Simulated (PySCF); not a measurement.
PySCF input file for YO₂, SMILES [O]=[Y]=[O] (connectivity only; charge and spin as stated), neutral, multiplicity 2, PBE0-D3(BJ)/def2-TZVP. Coordinates come from a PBE0-D3(BJ)/def2-TZVP optimisation. A frequency run showed that this geometry is not a minimum. The def2 effective core potentials stand for the cores of Y; spin–orbit coupling is left out.

```python
import numpy as np
from pyscf import gto, scf, dft, df
from pyscf.hessian import thermo

mol = gto.M(
    atom='''
    Y     0.00000000   -0.00000000    0.24175992
    O     0.00000000    1.70336328   -0.58928980
    O     0.00000000   -1.70336327   -0.58928980
    ''',
    basis='def2-TZVP',
    ecp={'Y': 'def2-tzvp'},
    charge=0,
    spin=1,
    max_memory=1600,
    verbose=3,
)
mf = dft.UKS(mol, xc='pbe0').density_fit(auxbasis='def2-universal-jkfit')
mf.disp = 'd3bj'
mf.grids.level = 3
mf.conv_tol = 1e-11
mf.max_cycle = 100
mf.kernel()
fine, coarse = mf.grids, dft.Grids(mol).set(level=1).build(with_non0tab=True)
for _ in range(3):  # follow internal instabilities
    mf.grids = coarse
    mo, _, stable, _ = mf.stability(return_status=True, nroots=4)
    mf.grids = fine
    if stable:
        break
    mf.kernel(mf.make_rdm1(mo, mf.mo_occ))

# [left out here: the lines that compute and print the analytic Hessian (its translational invariance restored by hand, since the grid's response is missing), thermochemistry and intensities]
```

Output:

```

WARN: HOMO -0.654188245131884 >= LUMO -0.654188245131891

converged SCF energy = -188.648380570192  <S^2> = 0.77836627  2S+1 = 2.0281679
<class 'pyscf.df.df_jk.DFUKS'> wavefunction is stable in the internal stability analysis

WARN: DFTD3 does not support analytical Hessian, using finite difference


WARN: Mole.unit (angstrom) is changed to Bohr

Mode                                 0                   1                   2
Irrep
Freq [cm^-1]                     -114.3453            119.5755            709.1929
Reduced mass [au]                  19.6235             19.1648             16.8738
Force const [Dyne/A]               -0.1512              0.1615              5.0002
Char temp [K]                    -164.5174            172.0426           1020.3706
Normal mode                   x     y     z       x     y     z       x     y     z
       0   Y                -0.00 -0.05  0.00    0.00  0.00  0.05   -0.00 -0.00  0.03
       1   O                -0.00  0.14 -0.07    0.00 -0.09 -0.13    0.00  0.15 -0.07
       2   O                -0.00  0.14  0.07   -0.00  0.09 -0.13    0.00 -0.15 -0.07
temperature 298.1500 [K]
pressure 101325.00 [Pa]
Rotational constants [GHz] 31.09927 5.44352 4.63264
Symmetry number 2
Zero-point energy (ZPE) 0.00189 [Eh]   4957.136 [J/mol]
                           tot       elec      trans        rot        vib
Entropy [J/mol/K]       281.239      5.763    168.548     92.692     14.236
Cv [J/mol/K]             36.427      0.000     12.472     12.472     11.484
Cp [J/mol/K]             44.742      0.000     20.786     12.472     11.484
Internal energy [J/mol]                      3718.434   3718.434   7075.496
Internal energy [Eh]   -188.64285  -188.64838
Enthalpy [J/mol]                             6197.391   3718.434   7075.496
Enthalpy [Eh]          -188.64191
Gibbs free energy [J/mol]                  -44055.052 -23917.743   2830.894
Gibbs free energy [Eh] -188.67385
mode   freq/cm-1   IR/(km/mol)
   1     -114.35       240.808
   2      119.58        48.304
   3      709.19        43.563
max |gradient| / (hartree/bohr): 0.00023520568287931114
APT charges: [ 0.3324 -0.1662 -0.1662]
```

The run converged. The end point has an imaginary mode, so it is no minimum.
